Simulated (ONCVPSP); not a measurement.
# What one change does to a pseudopotential (Cu (Z = 29), ONCV)

ONCVPSP 4.0.1 input, shortened (lines: element, Z, core and valence counts, functional; n l f; lmax; l rc ep ncon nbas qcut; lloc lpopt rc5 dvloc0; l nproj debl; icmod fcfact rcfact), LDA (Perdew-Wang 92), non-relativistic:

```
  Cu 29.00    5    2  -001012      upf
    1    0    2.00
    2    0    2.00
    2    1    6.00
    3    0    2.00
    3    1    6.00
    3    2    9.00
    4    0    2.00
    2
    0    1.75    0.00    3    6    3.20
    1    1.55    0.03    5   10    5.60
    2    1.25    0.00    3    8   13.50
    4    3    0.95   -1.00
    0    2    2.10
    1    2    1.00
    2    2    3.30
    0    0.00    0.00
```

All-electron outer shells of the reference configuration (LDA (PZ), non-relativistic, ld1.x):

```csv
shell,level (eV),outermost node (bohr),outermost maximum (bohr)
3p,-76.33,0.26,0.62
3d,-10.18,–,0.59
4s,-5.91,0.90,2.19
```

Change: core [Ne], valence charge 19; reference 3s2 3p6 3d10 4s1; waves now 3s+4s: rc 1.00 bohr, ncon 4, nbas 8, qcut 14.5 1/bohr, 2 projectors; 3p: rc 0.80 bohr, ncon 4, nbas 7, qcut 9.3 1/bohr, 1 projector; 3d: rc 0.75 bohr, ncon 3, nbas 7, qcut 14 1/bohr, 2 projectors, debl 3 Ha; local potential polynomial inside 0.50 bohr (lpopt 5, dvloc0 3 Ha).

Cutoffs: the cutoffs (Ha) at which the residual kinetic energy of the hardest occupied pseudo-wave falls to 1 and 0.1 mHa per electron; they do not see the model core or the augmentation charge, which bear on the density cutoff. Errors are all-electron minus pseudo energies relative to the spin-unpolarised reference configuration.

Question: What does the change do?

Answer: The potential gets harder (67 Ha and 76 Ha → 216 Ha and 467 Ha); the bound ghost in p, s disappears; the number of tests with a reliable result goes from 4 to 3. The added semicore shells are compact, so their waves need more plane waves. Several settings change at once here, so the effects cannot be laid on one of them.

```tsv
quantity	base	changed
cutoff, loose	67 Ha	216 Ha
cutoff, tight	76 Ha	467 Ha
bound ghosts	s, p	none
GHOST(+) flags under 300 eV	none	none
tests with a reliable result	4 of 4	3 of 4
```

 A true bound ghost makes a file unfit for plane-wave use even where its test errors are small: the radial tests pick states by their node count and pass the ghost by.
